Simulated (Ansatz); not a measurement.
Two isomers of C2H7NOSi: A = `CN1[SiH2]C1O`, B = `C/C(O)=N\[SiH3]`.

Program: Ansatz. Geometries: PBE0-D4/def2-TZVP. ΔE: electronic, gas phase. CBS: MP2 limit from def2 TZ/QZ plus the TZ coupled-cluster correction, frozen cores. DFT in def2-TZVPP. B3LYP here is the variant with VWN-RPA as its local correlation; programs differ in this. One conformer a species, not always the lowest.

Q: Which isomer does CCSD(T)/CBS put lower? Give the gap. (An estimate is asked.)

A: Ansatz gave: B, by 180.5 kJ/mol.

Q: Give E(B) − E(A) in kJ/mol with CCSD(T)/def2-TZVPP, B3LYP-D4, HF/def2-TZVPP, MP2/def2-TZVPP, PBE-D4, r2SCAN-D4, ωB97M-V. (An estimate is asked.)

A: Ansatz gave: CCSD(T)/def2-TZVPP -183.9, B3LYP-D4 -187.7, HF/def2-TZVPP -220.4, MP2/def2-TZVPP -180.9, PBE-D4 -167.3, r2SCAN-D4 -182.2, ωB97M-V -181.1. None reverses the order clearly.

Largest T1 diagnostic: 0.013.

From PBE to PBE0 (25 % exact exchange), in def2-TZVPP and without D4, E(B) − E(A) moves by −3.9 kJ/mol. In def2-TZVPP, CCSD(T) changes the Hartree–Fock value by +36.5 kJ/mol (the triples alone add +1.9 kJ/mol) and MP2 by +39.5 kJ/mol.
